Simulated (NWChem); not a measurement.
Species: SbBr$_{2}$ cation; SMILES [Br][Sb+][Br]

```xyz
3

Sb     0.0000     0.0000     0.8850
Br    -1.9155     0.0000    -0.6586
Br     1.9155     0.0000    -0.6586
```
Atoms are numbered in this order, from 1.

Level: PBE-D3(BJ)/def2-SVP with def2 effective core potentials on Sb (NWChem), optimised geometry, unscaled harmonic frequencies. This build's default masses of Se (78.918 u) and Br (79.917 u) are each other's, which moves their modes by up to 0.6 %. def2 effective core potentials on Sb; no spin-orbit coupling.

**Question.** List the harmonic frequencies with IR intensities, and the thermochemistry.

**Answer.** 
```tsv
frequency (cm⁻¹)	IR intensity (km/mol)
86	1.1
277	9.2
282	34.4
```

zero-point energy: 0.9 kcal/mol
thermal correction to the enthalpy at 298.15 K (with zero-point energy): 4.3 kcal/mol
heat capacity Cv: 11.3 cal/(mol K)
entropy at 298.15 K and 1 atm (symmetry number 2): 77.8 cal/(mol K)

Rigid rotor and harmonic oscillator; modes under 100 cm⁻¹ make the entropy uncertain.
